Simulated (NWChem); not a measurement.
System: Si2BiH6Cl; SMILES [SiH3][Bi]([SiH3])[Cl]

Not confirmed as a minimum by frequencies. def2 effective core potentials on Bi; no spin-orbit coupling.

Task: Give the equilibrium geometry at PBE0/def2-SVP with def2 effective core potentials on Bi (NWChem) as a Z-matrix, with the point group.

Result: point group Cs; any orientation.
```
Bi
Cl 1 2.5058
Si 1 2.6782 2 89.51
H 3 1.4921 1 110.33 2 50.58
H 3 1.4936 4 109.97 1 119.38
H 3 1.4979 4 109.62 5 119.69
Si 1 2.6782 2 89.51 3 89.67
H 7 1.4921 1 110.33 2 -50.58
H 7 1.4936 8 109.97 4 -146.97
H 7 1.4979 8 109.62 9 -119.69
```
